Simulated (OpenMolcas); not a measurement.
Mo4+ among 4 point charges of -1.5 e arranged as a tetrahedron (Td).

```yaml
Program: OpenMolcas 26.06
Method: "SS-CASPT2, IPEA 0.25 Eh, imaginary shift 0.1 Eh (closed shells correlated: 4s 4p)"
Basis: ANO-RCC-VDZP [6s5p3d1f]
Scalar_Hamiltonian: DKH2, point nucleus
Active_space: 2 electrons in 5 orbitals (4d)
State_averaging: 2S+1 = 3 even, 10 roots; 2S+1 = 1 even, 15 roots
Spin-orbit_coupling: RASSI with atomic mean-field integrals over the reference wave functions
```

All point charges move together. At R = 1.86 Å the first state of the same spin is 3880 cm-1, and at R = 1.96 Å it is 3000 cm-1.

Task: A third run gives 2270 cm-1. What distance was it run at?

Result: With a power law R^-n the two known points give n = -ln(3000 / 3880) / ln(1.96 / 1.86) = 4.91. Then R = 1.86 × (3880 / 2270)^(1/4.91) = 2.075 Å. The run was at 2.12 Å, so the estimate is off by -0.045 Å.

Roots that are degenerate in the reference are averaged as groups; the widest CASPT2 spread within a group is 340 cm-1 (the 3-fold group of multiplicity 1 near 14100 cm-1 above the lowest state of its run, R = 1.86). Shifts and gaps below about the spread of the groups concerned are not significant. Free-ion shares, where given, are those of the reference states; single-state CASPT2 does not remix them. The ground term spreads over less than 5000 cm-1, several times less than with real ligands, so orbital moments are less quenched and χT lies further from the spin-only value than at real sites (holds for R = 2.12). Point charges carry no covalency, so the field is a model and not that of real ligands. No measured value stands beside these numbers.
